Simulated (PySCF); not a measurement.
Radial density of K (potassium, neutral)

LDA, [Ar] 4s1, 2S determinant. Computed with PySCF 2.14 in jorge-DZP-DKH (8s6p1d, 31 functions), with the spin-free X2C one-electron Hamiltonian (Gaussian nucleus).

```csv
r (bohr),4πr²ρ (e/bohr),4πr²(ρα − ρβ)
0.00128,0.1157,0.0000
0.00215,0.2973,0.0001
0.00362,0.7547,0.0002
0.00609,1.862,0.0005
0.0102,4.342,0.0012
0.0172,9.165,0.0024
0.0290,16.32,0.0040
0.0488,21.90,0.0042
0.0820,19.68,0.0007
0.138,15.91,0.0004
0.232,21.87,0.0117
0.390,17.27,0.0039
0.656,5.566,0.0160
1.10,6.767,0.0276
1.86,2.962,0.0167
3.12,0.4074,0.1902
5.25,0.1972,0.1953
8.84,0.02492,0.0249
14.9,9.720e-05,0.0001
```

Densities and radii are taken from the X2C orbitals without a picture-change correction, which distorts them close to the nucleus.
